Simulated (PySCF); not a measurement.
## Radiative rates from a computed spectrum

Species: C5H3ClOS.
SMILES: `O=C(Cl)c1cccs1`

The calculation used PySCF, TDDFT CAM-B3LYP/def2-SVPD, vertical, gas phase, core orbitals frozen in the response. Geometry: GFN2-xTB, one conformer, isolated molecule. Torsions of this conformer, `[O:1]=[C:2]([Cl:3])[c:4]1[cH:5][cH:6][cH:7][s:8]1`: O1–C2–C4–C5 180°.

Computed singlets with f of 0.002 or more:

```json
{"state": "S2", "E (eV)": "4.77", "f": "0.221"}
{"state": "S3", "E (eV)": "5.10", "f": "0.125"}
{"state": "S5", "E (eV)": "6.33", "f": "0.021"}
```

Q: Turn these into Einstein A coefficients, radiative lifetimes, transition dipoles and integrated cross-sections.

A: For one non-degenerate pair of states in vacuum, A = 0.6670 f ν̃² s⁻¹ with ν̃ in cm⁻¹, τ = 1/A, |μ|² = 3f / (2ΔE) in atomic units, and the integrated cross-section is ∫σ dE = 109.76 f Mb·eV.

```
state  A (s⁻¹)       τ  |μ| (D)  ∫σ dE (Mb·eV)
   S2  2.2×10⁸  4.6 ns     3.50             24
   S3  1.4×10⁸  7.1 ns     2.54             14
   S5  3.7×10⁷   27 ns     0.94            2.3
```

Leading configurations: S2 H→L (85%); S3 H-1→L (85%); S5 H-3→L (88%) (H = HOMO, L = LUMO).

The rates are for emission to S0 at the absorption energy, with no other channel.

Q: What is the integrated cross-section of all computed states together?

A: Σf = 0.371 over S1 to S8, so 109.76 × Σf ≈ 40.7 Mb·eV.

Q: Suppose S2 emitted 0.3 eV lower with the same transition dipole. How would A change?

A: At fixed |μ|, A goes as the cube of the energy: (4.47/4.77)³ = 0.82, which makes τ about 5.6 ns.

Q: By what factor does the largest A in the list exceed the smallest?

A: S2 has 5.9 times the rate of S5.

On one thread of an x86-64 server, shared host, this took 33 s of wall time (grids of density and orbitals included).
